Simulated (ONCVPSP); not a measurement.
# W, ONCV: configuration errors across variants

* Element: tungsten (W)
* Generator: ONCVPSP 4.0.1
* Type: optimised norm-conserving Vanderbilt (ONCV)
* Functional: PBEsol
* Relativity: scalar-relativistic
* Frozen core: [Kr] 4d10
* Valence charge: 28
* Reference configuration: 4f14 5s2 5p6 5d4 6s1.5 (charge +0.5)
* Partial waves: 5s+6s: rc 1.95 bohr, ncon 4, nbas 9, qcut 4.7 1/bohr, 2 projectors; 5p: rc 2.00 bohr, ncon 4, nbas 7, qcut 8.5 1/bohr, 3 projectors, debl 2 Ha; 5d: rc 2.45 bohr, ncon 4, nbas 9, qcut 7.7 1/bohr, 2 projectors, debl 3.9 Ha; 4f: rc 1.05 bohr, ncon 4, nbas 8, qcut 15.4 1/bohr, local
* Local potential: the f channel
* Core correction: none

All-electron excitation energies from the reference (eV): (1) 4f14 5s2 5p6 5d4 6s2 -3.652; (2) 4f14 5s2 5p6 5d4 6s1 5.273; (3) 4f14 5s2 5p6 5d4 6s0 20.969; (4) 4f14 5s2 5p6 5d4 6s1 6p1 0.894.

1 further variants failed, have other tests or too few solved ones, and are left out.

A true bound ghost makes a file unfit for plane-wave use even where its test errors are small: the radial tests pick states by their node count and pass the ghost by.

Errors AE − PS in meV (a dash: test not solved or not reliable):

```tsv
change	(1)	(2)	(3)	(4)	bound ghosts	GHOST(+) flags above zero
base	+0.9	-2.4	-14	-0.2	s, p	d
f: qcut 11.1	+0.9	-2.4	-14	-0.2	s, p, d	s, p, d
f: qcut 12.8	+0.9	-2.4	-15	-0.2	s	p, d
f: qcut 14.2	+0.9	-2.4	-15	-0.2	s	p, d
f: qcut 16.5	+0.9	-2.5	-15	-0.3	s, p	d
f: qcut 18.2	+0.9	-2.5	-15	-0.3	s, p	d
f: qcut 19.2	+0.9	-2.4	-15	-0.3	s, p	d
f: qcut 22.5	+0.9	-2.4	-14	-0.3	s, p	d
```

(1) Give the same row for: f: qcut 21.3.

## Answers

(1) +0.9, -2.4, -15, -0.3; bound ghosts: s, p; GHOST(+) flags above zero: d.
